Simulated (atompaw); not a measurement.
# Logarithmic derivatives: europium (Eu), PAW (atompaw)

* Element: europium
* Generator: atompaw 4.2.0.5
* Type: PAW
* Functional: LDA (PW92)
* Relativity: scalar-relativistic
* Frozen core: [Kr] 4d10 4f7
* Valence charge: 10
* Reference configuration: 5s2 5p6 5d0 6s2 6p0
* Partial waves: 5s (bound): rc 1.50 bohr; 6s (bound): rc 3.00 bohr; 5p (bound): rc 2.40 bohr; 6p (bound, empty): rc 3.00 bohr; 5d (bound, empty): rc 3.00 bohr; 5d channel at 1.15 Ry: rc 3.00 bohr
* Local potential: bessel scheme, radius 2.00 bohr
* Core correction: smooth core density matched at 2.65 bohr
* Augmentation charge: gaussian compensation charge, radius 2.55 bohr; PAW radius 3.00 bohr; waves and projectors: custom polynom2 7 10 vanderbiltortho

The phase is arctan(r·u′/u) with u = r·R(r), unwrapped; energies in Ry, scanned from -5 to 5 Ry. A pole is an energy at which the radial function vanishes at the test radius. The pseudo phase is shifted by a multiple of π to meet the all-electron one at the reference energy, and phase errors are pseudo minus all-electron; the curves can meet again beyond the range given. Levels narrower than the energy grid can be missing from the lists of poles.

For each channel, where are the poles, and over which energies does the pseudopotential scatter like the atom?

```
channel  radius (bohr)  reference energy (Ry)  poles, all-electron       poles, pseudo  unbroken range about the reference energy with phases within 0.05 rad  phase error 1 Ry above the reference energy (rad)
      s           3.01                  -0.28          -3.25, 2.33  -3.25, -0.38, 2.67                                                            -0.4 to 0.0                                             +0.068
      p           3.01                  -0.09          -1.61, 3.58         -1.61, 0.32                                                              below 0.2                                             -2.425
      d           3.01                  -0.13                 0.65                0.65                                                              below 2.5                                             +0.000
```

Note: ghost state, extra bound levels that the all-electron valence spectrum of the same l lacks: s at -5.1 eV. A true bound ghost makes a file unfit for plane-wave use.

Phases in the d channel:

```tsv
E (Ry)	all-electron	pseudo
-5.00	1.419	1.420
-4.52	1.411	1.412
-4.04	1.401	1.402
-3.56	1.389	1.390
-3.08	1.374	1.375
-2.60	1.354	1.355
-2.12	1.327	1.328
-1.64	1.285	1.286
-1.16	1.208	1.209
-0.68	1.011	1.012
-0.20	-0.160	-0.160
0.28	-1.385	-1.384
0.76	-1.606	-1.606
1.24	-1.721	-1.721
1.72	-1.839	-1.838
2.20	-2.050	-2.040
2.68	-2.729	-2.636
3.16	-3.992	-3.869
3.64	-4.396	-4.337
4.12	-4.539	-4.499
4.60	-4.614	-4.580
```
